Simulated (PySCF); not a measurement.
Computed shifts of a molecule C6H6O, B3LYP/pcSseg-1 in PySCF, GIAO, gas phase, equivalent atoms averaged, in ppm (number of nuclei): ¹³C: 157.0 (1), 104.6 (1), 88.5 (1), 79.2 (1), 75.5 (1), 45.2 (1). ¹H: 6.49 (1), 5.34 (1), 5.11 (1), 3.37 (1), 3.03 (1), 2.54 (1). References: ¹³C against TMS (σ = 181.3 ppm); ¹⁷O against H2O (σ = 333.8 ppm); ¹H against TMS (σ = 31.68 ppm), references at their B3LYP-D3(BJ)/def2-TZVP geometries, non-relativistic. Geometry: B3LYP-D3(BJ)/def2-SVP. Other conformers were not sampled.

### Question
Which molecule gave these data?
(A) C1=CC=COC=C1
(B) C=C=C1C=COC1
(C) C#C[C@@H]1CC=CO1
(D) C=c1ccoc1=C

### Answer
C, C#C[C@@H]1CC=CO1
